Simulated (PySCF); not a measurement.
Species: cyclopropyl cyanosilane, C₄H₇NSi.
SMILES with atom numbers: `[N:1]#[C:2][SiH2:3][CH:4]1[CH2:5][CH2:6]1` (hydrogens: H7, H8 on Si3; H9 on C4; H10, H11 on C5; H12, H13 on C6)

Computed with PySCF at wB97X-D/pcSseg-2, non-relativistic, on one gas-phase PBE0-D3(BJ)/def2-TZVP geometry that isn't relaxed in the solvent. The solvent is an IEF-PCM continuum (Bondi radii, 1.10 Å for H, scaled by 1.2). The model holds no explicit solvent molecules, cavitation or dispersion.

Gas phase at wB97X-D/pcSseg-2: HOMO -10.67 eV, LUMO 1.27 eV, dipole 3.96 D.

What does the continuum do to the energy, the frontier levels and the dipole at wB97X-D/pcSseg-2 in chloroform?

```tsv
solvent	ε	E(solvent) − E(gas) (kcal/mol)	polarisation term (kcal/mol)	distortion of the solute (kcal/mol)	HOMO (eV)	LUMO (eV)	dipole (D)
chloroform	4.711	-3.57	-4.10	0.53	-10.43	1.29	4.76
```

The first energy column is the sum of the next two and covers electrostatics alone.

Which radius a makes the point-dipole formula ΔE = −[(ε − 1)/(2ε + 1)]·μ²/a³ give the value in chloroform, with the gas-phase dipole?

μ = 1.557 au and |ΔE| = 0.00568 Eh give a = 2.82 Å; the farthest nucleus lies 3.07 Å from the centroid of the nuclei, so such a sphere wouldn't even hold the nuclei. The formula assumes a rigid point dipole at the centre of a sphere.

Shape of the structure used: `[N:1]#[C:2][SiH2:3][CH:4]1[CH2:5][CH2:6]1`: C2–Si3–C4–C5 32°.

wB97X-D is run here without its empirical dispersion term; that term would change no orbital, density or response property at a fixed geometry.
